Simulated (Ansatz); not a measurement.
C3H10ClNSi, SMILES [Si@@H](Cl)([C@H](N)C)C.

Geometry optimised at PBE0-D3(BJ)/def2-SVP. The structure was generated by enumeration; whether it is a known compound was not checked. The values are those of a single conformer.

Two levels are set side by side: PBE/def2-SVPD (Ansatz, a program for electronic structure) and CAM-B3LYP/def2-SVPD (Ansatz). Energy differences of separate SCF runs at the same geometry; the states with an electron removed or added have multiplicity 2 and 2. Differences are taken from unrounded values.

```
quantity                           CAM-B3LYP   PBE  PBE minus CAM-B3LYP
---------------------------------  ---------  ----  -------------------
vertical ionisation energy (eV)         9.32  8.77                -0.54
vertical singlet–triplet gap (eV)       6.17  5.57                -0.60
```
